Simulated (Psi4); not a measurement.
C7H7O (SMILES Cc1ccc([O])cc1), doublet, geometry from GFN2-xTB; Psi4 with SVWN/STO-3G.

Here is a job for Psi4.
```
memory 2 GB

molecule mol {
0 2
C    -2.774855   -0.313972   -0.097954
C    -1.297923   -0.138731   -0.036229
C    -0.455407   -1.262716    0.023569
C     0.900400   -1.132818    0.065969
C     1.538052    0.171230    0.051171
O     2.766987    0.306144    0.089950
C     0.635463    1.305806   -0.013121
C    -0.717776    1.139315   -0.054411
H    -3.103074   -1.072292    0.611357
H    -3.064676   -0.655148   -1.093716
H    -3.293680    0.619017    0.106761
H    -0.905899   -2.246078    0.036471
H     1.547925   -1.995488    0.113001
H     1.082270    2.288580   -0.025852
H    -1.366485    2.003572   -0.101598
}

set {
  basis sto-3g
  reference uks
  guess modhuckel
}

energy('svwn')
print_variables()
```

The log (banner, timings and long lists left out):

```
   => Loading Basis Set <=

    Name: STO-3G
    Role: ORBITAL
    Keyword: BASIS

         ---------------------------------------------------------
                                   SCF
               by Justin Turney, Rob Parrish, Andy Simmonett
                          and Daniel G. A. Smith
                              UKS Reference
         ---------------------------------------------------------

  ==> Geometry <==

    Molecular point group: c1
    Full point group: C1

    Geometry (in Angstrom), charge = 0, multiplicity = 2:

       Center              X                  Y                   Z               Mass
    ------------   -----------------  -----------------  -----------------  -----------------
         C           -2.859099183420    -0.323761851182    -0.101226572083    12.000000000000
         C           -1.382167183420    -0.148520851182    -0.039501572083    12.000000000000
         C           -0.539651183420    -1.272505851182     0.020296427917    12.000000000000
         C            0.816155816580    -1.142607851182     0.062696427917    12.000000000000
         C            1.453807816580     0.161440148818     0.047898427917    12.000000000000
         O            2.682742816580     0.296354148818     0.086677427917    15.994914619570
         C            0.551218816580     1.296016148818    -0.016393572083    12.000000000000
         C           -0.802020183420     1.129525148818    -0.057683572083    12.000000000000
         H           -3.187318183420    -1.082081851182     0.608084427917     1.007825032230
         H           -3.148920183420    -0.664937851182    -1.096988572083     1.007825032230
         H           -3.377924183420     0.609227148818     0.103488427917     1.007825032230
         H           -0.990143183420    -2.255867851182     0.033198427917     1.007825032230
         H            1.463680816580    -2.005277851182     0.109728427917     1.007825032230
         H            0.998025816580     2.278790148818    -0.029124572083     1.007825032230
         H           -1.450729183420     1.993782148818    -0.104870572083     1.007825032230

  Running in c1 symmetry.

  Rotational constants: A =      0.18139  B =      0.05152  C =      0.04042 [cm^-1]
  Rotational constants: A =   5437.85664  B =   1544.55290  C =   1211.84648 [MHz]
  Nuclear repulsion =  332.839892511483981

  Charge       = 0
  Multiplicity = 2
  Electrons    = 57
  Nalpha       = 29
  Nbeta        = 28

  ==> Algorithm <==

  SCF Algorithm Type is DF.
  DIIS enabled.
  MOM disabled.
  Fractional occupation disabled.
  Guess Type is MODHUCKEL.
  Energy threshold   = 1.00e-06
  Density threshold  = 1.00e-06
  Integral threshold = 1.00e-12

  ==> Primary Basis <==

  Basis Set: STO-3G
    Blend: STO-3G
    Number of shells: 31
    Number of basis functions: 47
    Number of Cartesian functions: 47
    Spherical Harmonics?: true
    Max angular momentum: 1

  ==> DFT Potential <==

   => LibXC <=

    Version 7.1.2
    S. Lehtola, C. Steigemann, M. J. T. Oliveira, and M. A. L. Marques,  SoftwareX 7, 1–5 (2018) (10.1016/j.softx.2017.11.002)

   => Composite Functional: SVWN <=

    Slater exchange
    Vosko, Wilk & Nusair (VWN5_RPA)
    P. A. M. Dirac,  Math. Proc. Cambridge Philos. Soc. 26, 376 (1930) (10.1017/S0305004100016108)
    F. Bloch,  Z. Phys. 57, 545 (1929) (10.1007/BF01340281)
    S. H. Vosko, L. Wilk, and M. Nusair,  Can. J. Phys. 58, 1200 (1980) (10.1139/p80-159)

    Deriv               =              1
    GGA                 =          FALSE
    Meta                =          FALSE

    Exchange Hybrid     =          FALSE
    MP2 Hybrid          =          FALSE

   => Exchange Functionals <=

    1.0000         XC_LDA_X

   => Correlation Functionals <=

    1.0000   XC_LDA_C_VWN_RPA

   => LibXC Density Thresholds  <==

    XC_LDA_C_VWN_RPA:  1.00E-15
    XC_LDA_X:  1.00E-15

   => Molecular Quadrature <=

    Radial Scheme          =       TREUTLER
[...]
   @DF-UKS iter  70:  -339.81979697551179   -1.20735e-02   3.95620e-03 ADIIS/DIIS
   @DF-UKS iter  71:  -339.84252015580955   -2.27232e-02   1.83249e-03 ADIIS/DIIS
   @DF-UKS iter  72:  -339.78488370202433    5.76365e-02   5.05701e-03 ADIIS/DIIS
   @DF-UKS iter  73:  -339.84695300770693   -6.20693e-02   9.42651e-04 ADIIS/DIIS
   @DF-UKS iter  74:  -339.77749984784600    6.94532e-02   5.50407e-03 ADIIS/DIIS
   @DF-UKS iter  75:  -339.77304361273434    4.45624e-03   5.72653e-03 ADIIS/DIIS
   @DF-UKS iter  76:  -339.76534860192061    7.69501e-03   6.10096e-03 ADIIS/DIIS
   @DF-UKS iter  77:  -339.76900934424725   -3.66074e-03   5.91626e-03 ADIIS/DIIS
   @DF-UKS iter  78:  -339.76981427014852   -8.04926e-04   5.88245e-03 ADIIS/DIIS
   @DF-UKS iter  79:  -339.76936562676536    4.48643e-04   5.91485e-03 ADIIS/DIIS
   @DF-UKS iter  80:  -339.76803693195717    1.32869e-03   5.99687e-03 ADIIS/DIIS
   @DF-UKS iter  81:  -339.78055646695060   -1.25195e-02   5.35415e-03 ADIIS/DIIS
   @DF-UKS iter  82:  -339.84375207901559   -6.31956e-02   1.60561e-03 ADIIS/DIIS
   @DF-UKS iter  83:  -339.77284527036159    7.09068e-02   5.80235e-03 ADIIS/DIIS
   @DF-UKS iter  84:  -339.83394473235819   -6.10995e-02   2.82356e-03 ADIIS/DIIS
   @DF-UKS iter  85:  -339.79722329628828    3.67214e-02   4.57780e-03 ADIIS/DIIS
   @DF-UKS iter  86:  -339.79046035434072    6.76294e-03   4.86691e-03 ADIIS/DIIS
   @DF-UKS iter  87:  -339.76663960118822    2.38208e-02   6.01664e-03 ADIIS/DIIS
   @DF-UKS iter  88:  -339.76286345683536    3.77614e-03   6.22766e-03 ADIIS/DIIS
   @DF-UKS iter  89:  -339.76106542298515    1.79803e-03   6.28379e-03 ADIIS/DIIS
   @DF-UKS iter  90:  -339.75811989785967    2.94553e-03   6.44727e-03 ADIIS/DIIS
   @DF-UKS iter  91:  -339.75768051603728    4.39382e-04   6.46938e-03 ADIIS/DIIS
   @DF-UKS iter  92:  -339.75860348818838   -9.22972e-04   6.42542e-03 ADIIS/DIIS
   @DF-UKS iter  93:  -339.84644754328406   -8.78441e-02   1.07993e-03 ADIIS/DIIS
   @DF-UKS iter  94:  -339.76599338518525    8.04542e-02   6.14645e-03 ADIIS/DIIS
   @DF-UKS iter  95:  -339.75799573236014    7.99765e-03   6.49380e-03 ADIIS/DIIS
   @DF-UKS iter  96:  -339.84712118857266   -8.91255e-02   8.35650e-04 ADIIS/DIIS
   @DF-UKS iter  97:  -339.84551990062374    1.60129e-03   9.83167e-04 ADIIS/DIIS
   @DF-UKS iter  98:  -339.84765757979073   -2.13768e-03   6.25272e-04 ADIIS/DIIS
   @DF-UKS iter  99:  -339.84817220047097   -5.14621e-04   4.38214e-04 ADIIS/DIIS
   @DF-UKS iter 100:  -339.84806401662047    1.08184e-04   4.20747e-04 ADIIS/DIIS

PsiException: Could not converge SCF iterations in 100 iterations.

  Failed to converge.

Traceback (most recent call last):
  File "psi4", line 375, in <module>
  File "<string>", line 37, in <module>
  File "site-packages/psi4/driver/driver.py", line 533, in energy
  File "site-packages/psi4/driver/procrouting/proc.py", line 2760, in run_scf
  File "site-packages/psi4/driver/procrouting/proc.py", line 2047, in scf_helper
  File "site-packages/psi4/driver/procrouting/scf_proc/scf_iterator.py", line 93, in scf_compute_energy
  File "site-packages/psi4/driver/procrouting/scf_proc/scf_iterator.py", line 86, in scf_compute_energy
  File "site-packages/psi4/driver/procrouting/scf_proc/scf_iterator.py", line 609, in scf_iterate

psi4.driver.p4util.exceptions.SCFConvergenceError: Could not converge SCF iterations in 100 iterations.

Printing out the relevant lines from the Psithon --> Python processed input file:
    ""","mol")
    core.IO.set_default_namespace("mol")
    core.set_global_option("BASIS", "sto-3g")
    core.set_global_option("REFERENCE", "uks")
    core.set_global_option("GUESS", "modhuckel")
--> energy('svwn')
    print_variables()

!-------------------------------------------------------!
!                                                       !
!  Could not converge SCF iterations in 100 iterations. !
!                                                       !
!-------------------------------------------------------!
```

Convergence was not reached.
